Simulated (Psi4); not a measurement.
Pair of molecules: CH5N (SMILES CN) (first 7 atoms) with CH2O2 (SMILES O=CO); geometry from B3LYP-D3(BJ)/def2-TZVP, rigid monomers moved along the line of their centres of mass till N2···H12 is 1.52 Å.
(charge 0, multiplicity 1):
```json
[
 {"atom": "C", "x (Å)": "0.1951", "y (Å)": "0.6462", "z (Å)": "0.1549"},
 {"atom": "N", "x (Å)": "-0.5601", "y (Å)": "-0.4425", "z (Å)": "0.7931"},
 {"atom": "H", "x (Å)": "0.9855", "y (Å)": "0.9585", "z (Å)": "0.8359"},
 {"atom": "H", "x (Å)": "-0.4698", "y (Å)": "1.4936", "z (Å)": "-0.0117"},
 {"atom": "H", "x (Å)": "0.6467", "y (Å)": "0.3639", "z (Å)": "-0.8006"},
 {"atom": "H", "x (Å)": "0.0563", "y (Å)": "-1.2240", "z (Å)": "0.9904"},
 {"atom": "H", "x (Å)": "-1.3030", "y (Å)": "-0.7782", "z (Å)": "0.1909"},
 {"atom": "O", "x (Å)": "1.1829", "y (Å)": "-0.1375", "z (Å)": "3.2005"},
 {"atom": "C", "x (Å)": "0.1664", "y (Å)": "0.2440", "z (Å)": "3.7320"},
 {"atom": "O", "x (Å)": "-1.0182", "y (Å)": "0.3501", "z (Å)": "3.1572"},
 {"atom": "H", "x (Å)": "0.1218", "y (Å)": "0.5538", "z (Å)": "4.7869"},
 {"atom": "H", "x (Å)": "-0.9435", "y (Å)": "0.0445", "z (Å)": "2.1848"}
]
```

All values below come from SAPT0/jun-cc-pV(D+d)Z run with Psi4.

Task: Give the four SAPT terms and the total, and say what mostly holds the pair together.

Result: electrostatics -1566.6, exchange 2090.3, induction -863.5, dispersion -320.0, total -659.8 meV; the largest attraction is electrostatics.
